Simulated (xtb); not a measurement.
H$_{6}$NSi$_{2}$, doublet, from a rough starting geometry; GFN2-xTB run with xtb.

The xtb input:
```
$ xtb mol.xyz --gfn 2 --uhf 1 --opt vtight --json

# file mol.xyz
9

Si     1.64309670    -0.32594650    -0.61574852
N      0.33752948     0.47011463     0.15741312
Si    -1.36972700     0.06784067     0.14392529
H      1.48431555    -1.75073279    -0.56080730
H      2.85802701     0.19273705    -0.05351515
H      0.48534272     1.13500632     0.90411771
H     -1.70772753    -1.08960998     0.77893392
H     -1.66381290    -0.11820181    -1.35791636
H     -2.08963833     1.25251802     0.65305460
```

Predict the main parts of the log of this xtb run.


```
   ID    Z sym.   atoms
    1   14 Si     1, 3
    2    7 N      2
    3    1 H      4-9

           -------------------------------------------------
          |                Calculation Setup                |
           -------------------------------------------------

           -------------------------------------------------
          |                 G F N 2 - x T B                 |
           -------------------------------------------------

          ...................................................
          :                      SETUP                      :
          :.................................................:
          :  # basis functions                  30          :
          :  # atomic orbitals                  28          :
          :  # shells                           14          :
          :  # electrons                        19          :
          :  max. iterations                   250          :
          :  Hamiltonian                  GFN2-xTB          :
          :  restarted?                      false          :
          :  GBSA solvation                  false          :
          :  PC potential                    false          :
          :  electronic temp.          300.0000000     K    :
          :  accuracy                    1.0000000          :
          :  -> integral cutoff          0.2500000E+02      :
          :  -> integral neglect         0.1000000E-07      :
          :  -> SCF convergence          0.1000000E-05 Eh   :
          :  -> wf. convergence          0.1000000E-03 e    :
          :  Broyden damping             0.4000000          :
          :  net charge                          0          :
          :  unpaired electrons                  1          :
          ...................................................

 iter      E             dE          RMSdq      gap      omega  full diag
   1     -9.4504141 -0.945041E+01  0.564E+00    2.43       0.0  T
   2     -9.5115426 -0.611284E-01  0.344E+00    1.66       1.0  T
   3     -9.5144510 -0.290838E-02  0.240E+00    2.21       1.0  T
   4     -9.5155531 -0.110214E-02  0.115E+00    2.08       1.0  T
   5     -9.5156157 -0.625923E-04  0.424E-01    2.16       1.0  T
   6     -9.5157878 -0.172106E-03  0.170E-01    2.12       1.0  T
   7     -9.5158275 -0.397608E-04  0.684E-02    2.12       1.0  T
   8     -9.5158282 -0.675737E-06  0.269E-02    2.13       1.2  T
   9     -9.5158294 -0.115926E-05  0.924E-03    2.13       3.6  T
[...]
 * total energy  :    -9.4195349 Eh     change       -0.7836869E-06 Eh
 * total energy  :    -9.4195356 Eh     change       -0.6819624E-06 Eh
 * total energy  :    -9.4195373 Eh     change       -0.1665329E-05 Eh
 * total energy  :    -9.4195382 Eh     change       -0.8882685E-06 Eh
 * total energy  :    -9.4195392 Eh     change       -0.1007485E-05 Eh
 * total energy  :    -9.4195395 Eh     change       -0.3474393E-06 Eh
 * total energy  :    -9.4195398 Eh     change       -0.3141585E-06 Eh
 * total energy  :    -9.4195401 Eh     change       -0.2792162E-06 Eh
 * total energy  :    -9.4195404 Eh     change       -0.2375220E-06 Eh
 * total energy  :    -9.4195406 Eh     change       -0.2113061E-06 Eh
 * total energy  :    -9.4195407 Eh     change       -0.1609123E-06 Eh
 * total energy  :    -9.4195408 Eh     change       -0.4423840E-07 Eh
   *** GEOMETRY OPTIMIZATION CONVERGED AFTER 51 ITERATIONS ***
         :: total energy              -9.419540781987 Eh    ::
[...]
     2   7 N        2.500    -0.445    31.698     8.361
     3  14 Si       3.659     0.478    97.981    18.974
     4   1 H        0.920    -0.092     5.287     3.596
     5   1 H        0.919    -0.090     5.236     3.579
     6   1 H        0.862     0.137     1.494     1.914
     7   1 H        0.918    -0.114     6.085     3.858
     8   1 H        0.917    -0.115     6.105     3.865
     9   1 H        0.919    -0.119     6.263     3.914

 Mol. C6AA /au·bohr⁶  :       1745.558862
 Mol. C8AA /au·bohr⁸  :      71587.962671
 Mol. α(0) /au        :         77.608723

Wiberg/Mayer (AO) data.
largest (>0.10) Wiberg bond orders for each atom

 ---------------------------------------------------------------------------
     #   Z sym  total        # sym  WBO       # sym  WBO       # sym  WBO
 ---------------------------------------------------------------------------
     1  14 Si   2.880 --     2 N    1.066     4 H    0.891     5 H    0.885
     2   7 N    3.290 --     3 Si   1.082     1 Si   1.066     6 H    0.973
     3  14 Si   3.792 --     2 N    1.082     7 H    0.893     9 H    0.890
                             8 H    0.888
     4   1 H    0.990 --     1 Si   0.891
     5   1 H    0.990 --     1 Si   0.885
     6   1 H    0.981 --     2 N    0.973
     7   1 H    0.987 --     3 Si   0.893
     8   1 H    0.987 --     3 Si   0.888
     9   1 H    0.986 --     3 Si   0.890
 ---------------------------------------------------------------------------

Topologies differ in total number of bonds
Writing topology from bond orders to xtbtopo.mol

molecular dipole:
                 x           y           z       tot (Debye)
 q only:        0.244       0.100      -0.302
   full:        0.072       0.155       0.020       0.438
molecular quadrupole (traceless):
                xx          xy          yy          xz          yz          zz
 q only:        0.581       0.245      -0.642      -1.699       0.120       0.061
  q+dip:       -1.836       0.743       2.006       0.853       0.316      -0.170
   full:       -0.353       0.273       1.685       0.313       0.613      -1.332

optimized geometry written to: xtbopt.xyz

           -------------------------------------------------
          | TOTAL ENERGY               -9.419540781987 Eh   |
          | GRADIENT NORM               0.000013642725 Eh/α |
          | HOMO-LUMO GAP               2.357108153584 eV   |
           -------------------------------------------------

normal termination of xtb
```
